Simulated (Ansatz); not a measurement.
Born–Oppenheimer molecular dynamics of Cl₂H₃InO (7 atoms, charge 0, multiplicity 1). It starts at the highest image of a converged band, a first-order saddle point between two minima.

Computed with RKS PBE-D4/def2-SVP (Ansatz).

```json
{"ensemble": "NVE (velocity Verlet)", "time step": "0.5 fs", "steps asked": "200", "starting velocities drawn for": "100 K", "seed": "3119"}
```

Frames 2.5 fs apart, positions in Å, forces in eV/Å.

Velocities at 60 fs (Å/ps):

```
In 0.13 -1.80 -0.21
O -0.35 -1.83 6.58
H -13.92 22.98 12.48
Cl -0.63 2.35 -0.86
Cl 0.08 1.33 -1.39
H 10.25 46.10 -14.27
H 13.06 35.60 0.07
```

```xyz
7
Properties=species:S:1:pos:R:3:forces:R:3 time_fs=60 energy_less_start_eV=-0.261 T=504
In 0.097 0.179 -0.025 -0.59 -0.54 -0.43
O -0.046 0.011 1.940 0.48 0.14 0.85
H -0.799 -0.506 2.284 -0.15 0.12 -0.34
Cl 2.033 -0.340 -1.228 0.08 0.20 -0.01
Cl -2.031 0.082 -1.085 0.20 0.15 -0.05
H 0.798 3.853 0.885 -0.03 -0.72 0.71
H 0.775 3.305 1.471 0.01 0.65 -0.72
7
Properties=species:S:1:pos:R:3:forces:R:3 time_fs=62.5 energy_less_start_eV=-0.289 T=547
In 0.097 0.174 -0.026 -0.67 -0.54 -0.05
O -0.046 0.007 1.957 0.53 0.15 0.49
H -0.839 -0.446 2.305 -0.15 0.12 -0.37
Cl 2.031 -0.334 -1.230 0.11 0.19 -0.02
Cl -2.030 0.086 -1.089 0.21 0.14 -0.04
H 0.823 3.945 0.873 -0.01 -0.32 0.29
H 0.808 3.415 1.448 -0.01 0.25 -0.29
7
Properties=species:S:1:pos:R:3:forces:R:3 time_fs=65 energy_less_start_eV=-0.287 T=545
In 0.097 0.169 -0.026 -0.70 -0.51 0.28
O -0.044 0.003 1.977 0.38 0.08 0.17
H -0.887 -0.377 2.304 0.00 0.18 -0.39
Cl 2.030 -0.328 -1.232 0.13 0.17 -0.03
Cl -2.030 0.089 -1.093 0.21 0.13 -0.02
H 0.847 4.025 0.870 0.01 0.89 -1.04
H 0.841 3.534 1.414 -0.02 -0.95 1.03
7
Properties=species:S:1:pos:R:3:forces:R:3 time_fs=67.5 energy_less_start_eV=-0.321 T=597
In 0.096 0.164 -0.027 -0.68 -0.47 0.56
O -0.040 0.000 1.997 0.18 0.05 -0.18
H -0.935 -0.298 2.279 0.15 0.20 -0.33
Cl 2.029 -0.321 -1.234 0.15 0.15 -0.04
Cl -2.029 0.093 -1.096 0.21 0.13 0.00
H 0.872 4.139 0.826 0.00 -0.56 0.59
H 0.872 3.613 1.422 -0.01 0.50 -0.59
7
Properties=species:S:1:pos:R:3:forces:R:3 time_fs=70 energy_less_start_eV=-0.336 T=620
In 0.095 0.159 -0.027 -0.60 -0.42 0.76
O -0.036 -0.003 2.017 0.04 0.08 -0.56
H -0.975 -0.208 2.235 0.20 0.15 -0.16
Cl 2.028 -0.314 -1.237 0.16 0.13 -0.06
Cl -2.027 0.097 -1.100 0.21 0.12 0.02
H 0.896 4.230 0.806 0.00 -0.48 0.52
H 0.903 3.713 1.405 -0.01 0.43 -0.52
7
Properties=species:S:1:pos:R:3:forces:R:3 time_fs=72.5 energy_less_start_eV=-0.314 T=586
In 0.094 0.153 -0.027 -0.48 -0.40 0.90
O -0.032 -0.006 2.034 -0.16 0.13 -0.91
H -1.003 -0.108 2.182 0.27 0.08 0.05
Cl 2.027 -0.307 -1.239 0.17 0.11 -0.07
Cl -2.025 0.102 -1.103 0.20 0.12 0.04
H 0.920 4.301 0.807 -0.03 0.89 -1.09
H 0.933 3.831 1.367 0.02 -0.93 1.09
7
Properties=species:S:1:pos:R:3:forces:R:3 time_fs=75 energy_less_start_eV=-0.313 T=583
In 0.093 0.147 -0.026 -0.34 -0.39 0.96
O -0.028 -0.009 2.049 -0.34 0.21 -1.20
H -1.014 -0.004 2.131 0.32 0.00 0.27
Cl 2.027 -0.300 -1.242 0.17 0.10 -0.08
Cl -2.023 0.106 -1.107 0.19 0.11 0.06
H 0.943 4.407 0.763 0.01 -0.37 0.42
H 0.964 3.910 1.373 -0.02 0.33 -0.42
7
Properties=species:S:1:pos:R:3:forces:R:3 time_fs=77.5 energy_less_start_eV=-0.278 T=530
In 0.091 0.141 -0.025 -0.22 -0.40 0.97
O -0.026 -0.010 2.058 -0.33 0.29 -1.41
H -1.007 0.100 2.097 0.22 -0.06 0.45
Cl 2.027 -0.292 -1.244 0.16 0.09 -0.08
Cl -2.021 0.111 -1.110 0.18 0.12 0.07
H 0.967 4.498 0.736 0.03 -0.59 0.71
H 0.994 4.002 1.362 -0.03 0.55 -0.71
7
Properties=species:S:1:pos:R:3:forces:R:3 time_fs=80 energy_less_start_eV=-0.256 T=497
In 0.089 0.135 -0.023 -0.15 -0.41 0.95
O -0.025 -0.011 2.062 -0.24 0.34 -1.48
H -0.987 0.201 2.089 0.08 -0.10 0.54
Cl 2.027 -0.285 -1.247 0.15 0.08 -0.07
Cl -2.018 0.116 -1.113 0.17 0.12 0.07
H 0.991 4.564 0.739 -0.06 0.79 -1.06
H 1.022 4.118 1.320 0.05 -0.82 1.05
7
Properties=species:S:1:pos:R:3:forces:R:3 time_fs=82.5 energy_less_start_eV=-0.288 T=545
In 0.087 0.128 -0.021 -0.14 -0.42 0.91
O -0.024 -0.010 2.061 -0.26 0.40 -1.40
H -0.962 0.296 2.113 0.14 -0.14 0.49
Cl 2.028 -0.277 -1.250 0.12 0.07 -0.05
Cl -2.015 0.121 -1.117 0.15 0.12 0.05
H 1.013 4.662 0.699 0.01 -0.17 0.20
H 1.053 4.199 1.322 -0.01 0.14 -0.21
7
Properties=species:S:1:pos:R:3:forces:R:3 time_fs=85 energy_less_start_eV=-0.296 T=558
In 0.085 0.122 -0.019 -0.17 -0.39 0.85
O -0.025 -0.008 2.055 -0.28 0.45 -1.18
H -0.927 0.382 2.165 0.24 -0.21 0.32
Cl 2.029 -0.269 -1.253 0.09 0.07 -0.02
Cl -2.012 0.126 -1.120 0.13 0.11 0.03
H 1.035 4.754 0.665 0.06 -0.64 0.86
H 1.083 4.285 1.317 -0.06 0.61 -0.86
7
Properties=species:S:1:pos:R:3:forces:R:3 time_fs=87.5 energy_less_start_eV=-0.326 T=605
In 0.083 0.115 -0.015 -0.22 -0.32 0.75
O -0.027 -0.004 2.044 -0.13 0.40 -0.86
H -0.879 0.456 2.236 0.21 -0.22 0.10
Cl 2.030 -0.261 -1.256 0.05 0.06 0.02
Cl -2.008 0.132 -1.123 0.10 0.10 0.01
H 1.059 4.817 0.669 -0.08 0.64 -0.94
H 1.110 4.398 1.275 0.08 -0.66 0.94
```

Of the whole run (100 fs, mean temperature of the second half 555 K): The conserved energy stayed within 0.094 meV per atom of its start (net change 0.059 meV per atom), so the integration is sound. The kinetic energy rose, since the run started high on the potential surface and went downhill. It ends in pieces (Cl2HInO + H2), so much of that is their flight and rotation, not heat. A run of 0.1 ps of so small a system gives no equilibrium averages. The orbitals stay closed-shell, which can raise the energy where a bond breaks towards radicals; this wasn't checked here.

Run time: 4.9 min on 2 threads of Arm Neoverse V1, with other jobs on the host, peak memory 0.13 GiB.
